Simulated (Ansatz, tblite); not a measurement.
Two members of one family (Sbn), computed with Ansatz in the gas phase; def2 core potentials for Sb, no spin–orbit coupling. The two geometries come from different levels. Singlets are spin-restricted. The structures are stationary points that may keep the symmetry of their start. Remarks come from the PBE and PBE0 runs and from stability tests at other levels; not every state was tested.

First: Sb3⁺ (singlet, charge 1, PBE-D4/def2-SVP geometry).

```xyz
3

Sb    0.026   -1.516    0.495
Sb    1.367    0.798   -0.198
Sb   -1.393    0.718   -0.298
```

| level | HOMO (eV) | LUMO (eV) | gap (eV) |
| --- | --- | --- | --- |
| PBE-D4/def2-SVP | -10.93 | -8.97 | 1.96 |
| PBE-D4/def2-TZVP | -10.87 | -8.92 | 1.95 |
| r2SCAN-D4/def2-TZVP | -11.12 | -8.94 | 2.19 |
| PBE0-D4/def2-TZVP | -11.75 | -8.25 | 3.50 |
| BHLYP-D4/def2-TZVP | -12.43 | -7.47 | 4.96 |

The relaxed triplet lies at 1.13 eV (r2SCAN-D4/def2-TZVP) to 1.48 eV (LDA (SPW92)/def2-TZVP) from the singlet. The relaxed quintet lies at 2.36 eV (BHLYP-D4/def2-TZVP) to 3.29 eV (LDA (SPW92)/def2-TZVP) from the singlet. Remarks: spin-contaminated (⟨S²⟩ up to 2.20) (triplet).

Second: Sb5⁺ (singlet, charge 1, PBE0-D4/def2-SVP geometry).

```xyz
5

Sb    1.9818   -0.3765   -0.2777
Sb   -1.6160    1.1493    0.4657
Sb    0.0197    0.9281   -1.8113
Sb    0.3465   -0.1570    2.0001
Sb   -0.7320   -1.5440   -0.3768
```

Q: Estimate the same table for the second.

A: 
```json
{"level": "PBE-D4/def2-SVP", "HOMO (eV)": "-9.66", "LUMO (eV)": "-7.70", "gap (eV)": "1.97"}
{"level": "PBE-D4/def2-TZVP", "HOMO (eV)": "-9.59", "LUMO (eV)": "-7.64", "gap (eV)": "1.95"}
{"level": "r2SCAN-D4/def2-TZVP", "HOMO (eV)": "-9.82", "LUMO (eV)": "-7.69", "gap (eV)": "2.13"}
{"level": "PBE0-D4/def2-TZVP", "HOMO (eV)": "-10.42", "LUMO (eV)": "-7.10", "gap (eV)": "3.32"}
{"level": "BHLYP-D4/def2-TZVP", "HOMO (eV)": "-11.06", "LUMO (eV)": "-6.38", "gap (eV)": "4.68"}
```
